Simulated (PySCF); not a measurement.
# Stationary points of HfF₄

All numbers come from B3LYP in PySCF with Hf def2-SVP with ECP60, F def2-SVP; scalar-relativistic core potentials, no spin–orbit coupling; density-fitted integrals.

Relaxations began from a few typed shapes. The search is not exhaustive: other isomers or separated fragments can lie lower, and high-lying points may rest on an excited occupation.

| spin | group | bonds | angles | imaginary modes (cm⁻¹) | ΔE (kJ/mol) | ΔE with ZPE (kJ/mol) |
| --- | --- | --- | --- | --- | --- | --- |
| singlet | Td | Hf–F 1.912 Å (×4) | F–Hf–F 109.5° (×6) | none | 0.0 | 0.0 |
| singlet | D4h | Hf–F 1.941 Å (×4) | F–Hf–F 90.0° (×4), F–Hf–F 180.0° (×2) | 190i, 94i | 223.1 | – |

The lowest minimum found is the singlet Td: Hf–F 1.912 Å (×4); F–Hf–F 109.5° (×6).

Formally Hf is in oxidation state +4, d0. The polar-tensor charge on Hf, 2.73, is below the formal one.

For the lowest minimum: stability towards spin polarisation was not tested. Spin–orbit coupling, left out here, can matter for elements this heavy.
